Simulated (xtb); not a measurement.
AlBr₃ (SMILES [Br][Al]([Br])[Br]), singlet, geometry from GFN2-xTB (such geometries of metal compounds can be far from the true shape); GFN1-xTB (xtb).

xtb was given this input:
```
$ xtb mol.xyz --gfn 1 --hess --json

# file mol.xyz
4

Al    -0.00000000    -0.00000000     0.00000000
Br    -1.79907489    -1.33890033    -0.10448629
Br    -0.01545118     1.98485471    -1.04897808
Br     1.81452607    -0.64595437     1.15346437
```

Task: Predict the main parts of the log of this xtb run.

Result: 
```
   ID    Z sym.   atoms
    1   13 Al     1
    2   35 Br     2-4

           -------------------------------------------------
          |                Calculation Setup                |
           -------------------------------------------------

           -------------------------------------------------
          |                 G F N 1 - x T B                 |
           -------------------------------------------------

          ...................................................
          :                      SETUP                      :
          :.................................................:
          :  # basis functions                  40          :
          :  # atomic orbitals                  36          :
          :  # shells                           12          :
          :  # electrons                        24          :
          :  # halogen bonds                     0          :
          :  max. iterations                   250          :
          :  Hamiltonian                  GFN1-xTB          :
          :  restarted?                      false          :
          :  GBSA solvation                  false          :
          :  PC potential                    false          :
          :  electronic temp.          300.0000000     K    :
          :  accuracy                    1.0000000          :
          :  -> integral cutoff          0.2500000E+02      :
          :  -> integral neglect         0.1000000E-07      :
          :  -> SCF convergence          0.1000000E-05 Eh   :
          :  -> wf. convergence          0.2000000E-04 e    :
          :  Broyden damping             0.4000000          :
          :  net charge                          0          :
          :  unpaired electrons                  0          :
          ...................................................

 iter      E             dE          RMSdq      gap      omega  full diag
   1    -13.1400799 -0.131401E+02  0.580E+00    4.07       0.0  T
   2    -13.1714445 -0.313647E-01  0.390E+00    4.74       1.0  T
   3    -13.1841909 -0.127463E-01  0.204E+00    4.46       1.0  T
   4    -13.1844706 -0.279745E-03  0.198E-01    4.47       1.0  T
   5    -13.1846767 -0.206090E-03  0.769E-03    4.50       6.5  T
   6    -13.1846770 -0.292692E-06  0.366E-04    4.50     136.8  T
   7    -13.1846770 -0.291379E-09  0.349E-05    4.50    1430.6  T
   8    -13.1846770 -0.636113E-11  0.745E-07    4.50   67139.6  T

   *** convergence criteria satisfied after 8 iterations ***

         :::::::::::::::::::::::::::::::::::::::::::::::::::::
         ::                     SUMMARY                     ::
         :::::::::::::::::::::::::::::::::::::::::::::::::::::
         :: total energy             -13.139298457839 Eh    ::
         :: gradient norm              0.022823644771 Eh/a0 ::
         :: HOMO-LUMO gap              4.500456420464 eV    ::
         ::.................................................::
         :: SCC energy               -13.184677015251 Eh    ::
         :: -> electrostatic           0.003249261705 Eh    ::
         :: repulsion energy           0.047436897829 Eh    ::
         :: dispersion energy         -0.002058340417 Eh    ::
         :: halogen bond corr.         0.000000000000 Eh    ::
         :: add. restraining           0.000000000000 Eh    ::
         :: total charge              -0.000000000000 e     ::
         :::::::::::::::::::::::::::::::::::::::::::::::::::::

           -------------------------------------------------
          |                Numerical Hessian                |
           -------------------------------------------------
step length          :   0.00500
SCC accuracy         :   0.30000
Hessian scale factor :   1.00000
frozen atoms in %    :   0.00000    0
RMS gradient         :   0.02282 !! INCOMPLETELY OPTIMIZED GEOMETRY !!
estimated CPU  time      0.00 min

writing file <hessian>.

 projected vibrational frequencies (cm⁻¹)
eigval :       -0.00    -0.00    -0.00     0.00     0.00     0.00
eigval :       78.62    78.62    79.07   269.78   606.48   606.48
           -------------------------------------------------
          |                Property Printout                |
           -------------------------------------------------

    * Orbital Energies and Occupations

         #    Occupation            Energy/Eh            Energy/eV
      -------------------------------------------------------------
         1        2.0000           -0.7256153             -19.7450
         2        2.0000           -0.7256153             -19.7450
         3        2.0000           -0.7147515             -19.4494
         4        2.0000           -0.5310835             -14.4515
         5        2.0000           -0.4835203             -13.1573
         6        2.0000           -0.4835203             -13.1573
         7        2.0000           -0.4691853             -12.7672
         8        2.0000           -0.4603041             -12.5255
         9        2.0000           -0.4603040             -12.5255
Molecule has the following symmetry elements: (C3) 3*(C2) (S3) 4*(sigma)
It seems to be the D3h point group
        10        2.0000           -0.4517910             -12.2939
        11        2.0000           -0.4517910             -12.2939
        12        2.0000           -0.4470034             -12.1636 (HOMO)
        13                         -0.2816147              -7.6631 (LUMO)
        14                         -0.1642391              -4.4692
        15                         -0.1246828              -3.3928
        16                         -0.1246828              -3.3928
        17                         -0.1161684              -3.1611
        18                         -0.1142385              -3.1086
        19                         -0.1142385              -3.1086
        20                         -0.1003028              -2.7294
        21                         -0.1003028              -2.7294
[...]
      -------------------------------------------------------------
                  HL-Gap            0.1653887 Eh            4.5005 eV
             Fermi-level           -0.3643090 Eh           -9.9134 eV

  Mulliken/CM5 charges         n(s)   n(p)   n(d)
     1Al    0.23217  0.04583   1.046  0.976  0.746
     2Br   -0.07739 -0.01528   1.888  5.205 -0.015
     3Br   -0.07739 -0.01528   1.888  5.205 -0.015
     4Br   -0.07739 -0.01528   1.888  5.205 -0.015

Wiberg/Mayer (AO) data.
largest (>0.10) Wiberg bond orders for each atom

 ---------------------------------------------------------------------------
     #   Z sym  total        # sym  WBO       # sym  WBO       # sym  WBO
 ---------------------------------------------------------------------------
     1  13 Al   3.959 --     2 Br   1.320     4 Br   1.320     3 Br   1.320
     2  35 Br   1.468 --     1 Al   1.320
     3  35 Br   1.468 --     1 Al   1.320
     4  35 Br   1.468 --     1 Al   1.320
 ---------------------------------------------------------------------------

Topologies differ in total number of bonds
Writing topology from bond orders to xtbtopo.mol

 dipole moment from electron density (au)
     X       Y       Z
  -0.0000  -0.0000   0.0000  total (Debye):    0.000

           -------------------------------------------------
          |               Frequency Printout                |
           -------------------------------------------------
 projected vibrational frequencies (cm⁻¹)
eigval :       -0.00    -0.00    -0.00     0.00     0.00     0.00
eigval :       78.62    78.62    79.07   269.78   606.48   606.48
 reduced masses (amu)
   1: 75.37   2: 75.86   3: 78.73   4: 79.33   5: 77.40   6: 76.66   7: 75.73   8: 75.73
   9: 32.34  10: 79.90  11: 36.51  12: 36.51
 IR intensities (km·mol⁻¹)
   1:  0.00   2:  0.00   3:  0.00   4:  0.00   5:  0.00   6:  0.00   7:  7.91   8:  7.91
   9: 59.04  10:  0.00  11:144.11  12:144.11
 Raman intensities (Ä⁴*amu⁻¹)
   1:  0.00   2:  0.00   3:  0.00   4:  0.00   5:  0.00   6:  0.00   7:  0.00   8:  0.00
   9:  0.00  10:  0.00  11:  0.00  12:  0.00
 output can be read by thermo (or use thermo option).
 writing <g98.out> molden fake output.
 recommended (thermochemical) frequency scaling factor: 1.0
           -------------------------------------------------
          |             Thermodynamic Functions             |
           -------------------------------------------------

d3h symmetry found (for desy threshold:  0.10E+00) used in thermo

          ...................................................
          :                      SETUP                      :
          :.................................................:
          :  # frequencies                           6      :
          :  # imaginary freq.                       0      :
          :  linear?                             false      :
          :  only rotor calc.                    false      :
          :  symmetry                              d3h      :
          :  rotational number                       6      :
          :  scaling factor                  1.0000000      :
          :  rotor cutoff                   50.0000000 cm⁻¹ :
          :  imag. cutoff                  -20.0000000 cm⁻¹ :
          :.................................................:

    mode    ω/cm⁻¹     T·S(HO)/kcal·mol⁻¹    T·S(FR)/kcal·mol⁻¹   T·S(vib)
   ------------------------------------------------------------------------
       1     78.62    -1.17023 ( 85.94%)    -0.92238 ( 14.06%)    -1.13539
       2     78.62    -1.17022 ( 85.94%)    -0.92238 ( 14.06%)    -1.13538
       3     79.07    -1.16693 ( 86.21%)    -0.92071 ( 13.79%)    -1.13298
       4    269.78    -0.47632 ( 99.88%)    -0.55718 (  0.12%)    -0.47642
   ------------------------------------------------------------------------

   temp. (K)  partition function   enthalpy   heat capacity  entropy
                                   cal/mol     cal/K/mol   cal/K/mol   J/K/mol
 298.15  VIB   48.5                 1945.574      9.248     13.892
         ROT  0.267E+06              888.752      2.981     27.814
         INT  0.130E+08             2834.326     12.229     41.706
         TR   0.421E+28             1481.254      4.968     42.623
         TOT                        4315.5803    17.1974    84.3288   352.8315

       T/K    H(0)-H(T)+PV         H(T)/Eh          T*S/Eh         G(T)/Eh
   ------------------------------------------------------------------------
    298.15    0.687732E-02    0.107936E-01    0.400673E-01   -0.292737E-01
   ------------------------------------------------------------------------

         :::::::::::::::::::::::::::::::::::::::::::::::::::::
         ::                  THERMODYNAMIC                  ::
         :::::::::::::::::::::::::::::::::::::::::::::::::::::
         :: total free energy         -13.168572177520 Eh   ::
         ::.................................................::
         :: total energy              -13.139298457839 Eh   ::
         :: zero point energy           0.003916280909 Eh   ::
         :: G(RRHO) w/o ZPVE           -0.033190000591 Eh   ::
         :: G(RRHO) contrib.           -0.029273719681 Eh   ::
         :::::::::::::::::::::::::::::::::::::::::::::::::::::

           -------------------------------------------------
          | TOTAL ENERGY              -13.139298457839 Eh   |
          | TOTAL ENTHALPY            -13.128504861922 Eh   |
          | TOTAL FREE ENERGY         -13.168572177520 Eh   |
          | GRADIENT NORM               0.022823643196 Eh/α |
          | HOMO-LUMO GAP               4.500456321017 eV   |
           -------------------------------------------------
########################################################################
[WARNING] Runtime exception occurred
-1- hessian_numhess: Hessian on incompletely optimized geometry!
########################################################################

normal termination of xtb
```
